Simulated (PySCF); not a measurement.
A structure optimised at PBE-D3(BJ)/def2-TZVP, used in a PySCF frequency run:

```xyz
4

Mo     0.0000     0.0000    -0.2140
O     -1.3966     0.8063     0.3744
O      1.3966     0.8063     0.3744
O      0.0000    -1.6127     0.3744
```
Charge 0, spin multiplicity 1.

Write its SMILES, formula and point group.

[O]=[Mo](=[O])=[O], MoO3, C3v

What are its rotational constants (standard atomic weights)?

6.8771, 6.8771, 4.0487 GHz
